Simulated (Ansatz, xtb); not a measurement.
# C4H7FO3S: 5 structures ranked

5 gas-phase structures of C4H7FO3S, from a drawn sample of its isomers (lower ones may exist). Each was relaxed with GFN2-xTB; where two conformers were screened, the lower at r2SCAN-D4/def2-SVP is listed:

A. `C[C@@H]1O[S@@](=O)O[C@]1(C)F`, a singlet
B. `C[C@@H]1O[S@](=O)O[C@@]1(C)F`, a singlet
C. `CC[C@@]1(F)CO[S@](=O)O1`, a singlet
D. `C[C@@H]1O[S@@](=O)O[C@@]1(C)F`, a singlet
E. `O=[S@@]1OC[C@H](CCF)O1`, a singlet

**Question.** Which do you expect lowest at r2SCAN-D4/def2-SVP, and how would the others follow?

**Answer.** Calculated order at r2SCAN-D4/def2-SVP: B (0.0), D (1.8), A (2.7), C (6.4), E (16.4) kcal/mol. Less than 1 kcal/mol parts D and A, so the order within that pair means little.

Energies above the lowest of each column, in kcal/mol; the last columns are at PBE-D3(BJ)/def2-SVP geometries (a dash: not run or not comparable):

```tsv
structure	GFN2-xTB	HF/STO-3G	r2SCAN-D4/def2-SVP	PBE-D3(BJ)/def2-SVP	CCSD(T)/def2-SVP + ΔMP2/def2-TZVPP
B	0.0	2.9	0.0	0.4	0.9
D	3.5	0.0	1.8	2.8	2.5
A	0.5	4.1	2.7	0.0	0.0
C	6.2	6.9	6.4	6.4	7.2
E	12.9	9.1	16.4	16.1	–
```

CCSD(T)/def2-SVP + ΔMP2/def2-TZVPP puts A lowest of those it was run on, with B within 1 kcal/mol; HF/STO-3G picks D. CCSD(T)/def2-SVP + ΔMP2/def2-TZVPP orders those it was run on as A (0.0), B (0.9), D (2.5), C (7.2) kcal/mol. Less than 1 kcal/mol parts A and B, so the order within that pair means little. Flexible structures stand in one conformer each, not always the lowest. Frequencies (GFN2-xTB) were run for A, B, C, D alone. ΔMP2 is the change of the MP2 energy from the smaller to the larger basis.

Over these structures GFN2-xTB departs from r2SCAN-D4/def2-SVP by 1.6 kcal/mol on average once a common shift is removed. A GFN2-xTB relaxation took about 0.16 s and the r2SCAN-D4/def2-SVP energy about 2.5 s on a shared host (Ansatz 0.2.0, xtb 6.7.1).
